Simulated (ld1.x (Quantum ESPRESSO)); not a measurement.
Which change was made? (Ir, ultrasoft)

ld1.x (Quantum ESPRESSO) 7.5 input, shortened:

```
&input
   title='Ir', zed=77., rel=1, dft='PBESOL', iswitch=3,
   config='[Xe] 4f14 5d7 6s1.75 6p0.25'
 /
 &inputp
   pseudotype=3, tm=.true., lloc=-1, rcloc=1.90,
   nlcc=.true., rcore=1.55
 /
6
6S  1  0   1.75   0.00  2.05  2.50  0.0
6S  1  0   0.00   0.30  2.05  2.50  0.0
6P  2  1   0.25   0.00  2.50  3.20  0.0
6P  2  1   0.00   1.00  2.50  3.20  0.0
5D  3  2   7.00   0.00  1.45  1.75  0.0
5D  3  2   0.00   0.85  1.45  1.75  0.0
 &test
   configts(1)='5d7 6s1.75 6p0.25'
 /
```

Cutoffs, loose and tight: the cutoffs (Ry, on a coarse ladder) from which the occupation-weighted sum of valence levels, in a spherical-Bessel basis at the reference potential, stays within 10 and 1 mRy of its value at 400 Ry. They do not see the model core or the augmentation charge, which bear on the density cutoff. Test errors are all-electron minus pseudo excitation energies from the reference, over the configurations 5d7 6s2 6p0; 5d7 6s1 6p0; 5d7 6s0 6p0; 5d8 6s1 6p0; 5d7.5 6s1.5 6p0; 5d7 6s1 6p1; 5d6 6s2 6p1; variants that change the core or the reference have their own tests. The largest error is taken over the tests solved by every variant that gives reliable tests at all, those not shown here included: 5d7 6s0 6p0; 5d7 6s1 6p0; 5d7 6s2 6p0.

The base gives: outcome: generated; cutoff, loose: 35 Ry; cutoff, tight: 55 Ry; bound ghosts: s; largest test error (meV): -41.

Q: After one change the result is: outcome: generated; cutoff, loose: 30 Ry; cutoff, tight: 50 Ry; bound ghosts: s; largest test error (meV): -41. Which change was it?
A. waves 5d (bound): rcut 1.45, rcutus 1.86 bohr; 5d channel at 0.85 Ry: rcut 1.45, rcutus 1.86 bohr
B. waves 5d (bound): rcut 1.45, rcutus 2.38 bohr; 5d channel at 0.85 Ry: rcut 1.45, rcutus 2.38 bohr
C. waves 5d (bound): rcut 1.28, rcutus 1.36 bohr; 5d channel at 0.85 Ry: rcut 1.28, rcutus 1.36 bohr

A: A. The others give: waves 5d (bound): rcut 1.28, rcutus 1.36 bohr; 5d channel at 0.85 Ry: rcut 1.28, rcutus 1.36 bohr → outcome: generated; cutoff, loose: 50 Ry; cutoff, tight: 90 Ry; bound ghosts: s; largest test error (meV): -41 | waves 5d (bound): rcut 1.45, rcutus 2.38 bohr; 5d channel at 0.85 Ry: rcut 1.45, rcutus 2.38 bohr → outcome: generated, overlap not positive; bound ghosts: s (d not tested, overlap not positive); largest test error (meV): -36. A file whose overlap is not positive is unfit for use, and its test errors describe a broken file.
